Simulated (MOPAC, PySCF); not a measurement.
H₅BOSi, SMILES `B[SiH2]O`, neutral singlet in the gas phase. 

Cartesian coordinates (Å):
```xyz
8

B      1.3780     0.0941    -0.0240
Si    -0.5601    -0.4061    -0.1322
O     -1.6415     0.8458    -0.0942
H      2.2071    -0.7413    -0.2449
H      1.7723     1.1772     0.2999
H     -0.8685    -1.1421    -1.3863
H     -0.7805    -1.3505     1.0123
H     -1.5068     1.5229     0.5694
```
Charge 0, spin multiplicity 1.

All levels are single points at this geometry (PBE0-D4/def2-TZVP); Pople sets use spherical d functions. Orbital energies aren't observables, and empty levels follow the basis.

| level | HOMO (eV) | LUMO (eV) | gap (eV) | dipole (D) | vertical IE, Delta-SCF (eV) |
|---|---|---|---|---|---|
| PBE-D3(BJ)/def2-TZVP in PySCF | -6.62 | -3.46 | 3.16 | 1.39 | 9.87 |
| PBE0-D4/def2-TZVP in PySCF | -7.95 | -2.46 | 5.49 | 1.50 | 10.20 |
| B3LYP/6-31G* in PySCF | -7.51 | -2.32 | 5.19 | 1.64 | 10.06 |
| SVWN5/6-31G* in PySCF | -6.38 | -3.41 | 2.97 | 1.57 | 9.80 |
| HF/STO-3G in PySCF | -8.54 | 6.17 | 14.71 | 1.35 | – |
| PM3 in MOPAC | -10.00 | 0.57 | 10.57 | 0.99 | – |
